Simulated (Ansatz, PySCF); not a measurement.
Pair of molecules: C2H2 (SMILES C#C) (first 4 atoms) with H2S (SMILES S); geometry from B3LYP-D3(BJ)/def2-TZVP, rigid monomers moved along the line of their centres of mass till C2···H7 is 2.39 Å.
(charge 0, multiplicity 1):
```
atom    x (Å)    y (Å)    z (Å)
----  -------  -------  -------
C     -0.5123   0.7521   0.1693
C     -0.5379  -0.4381   0.0418
H     -0.4887   1.8089   0.2820
H     -0.5590  -1.4951  -0.0700
S      0.8842  -0.3159   3.4554
H     -0.3696  -0.3313   3.9353
H      0.4620  -0.1184   2.1944
```

Interaction energies are E(AB) − E(A) − E(B) at the monomers' geometry in the complex; basis-set methods are counterpoise corrected. Rows marked so take none.

Rows in 6-311+G**, 6-31G* carry no dispersion term and start afresh at each structure (6-31G* with six Cartesian d functions). MP2/6-31G* freezes PySCF's default core.

The values were computed with Ansatz (Gaussian basis) for Hartree–Fock, density functionals and correlated methods; PySCF for 6-311+G** rows, 6-31G* rows, the dispersion terms. Each number belongs to the level named beside it.

One of these levels gives 74.1 meV for the interaction energy. Which?
A. HF/aug-cc-pV(T+d)Z
B. PBE0-D4/def2-TZVPPD
C. B3LYP/6-311+G** (no counterpoise)
D. MP2/6-31G*

A, HF/aug-cc-pV(T+d)Z. The others give -4.4 (B3LYP/6-311+G** (no counterpoise)), -70.3 (PBE0-D4/def2-TZVPPD), 16.4 (MP2/6-31G*)

Ansatz is a quantum-chemistry and plane-wave program.
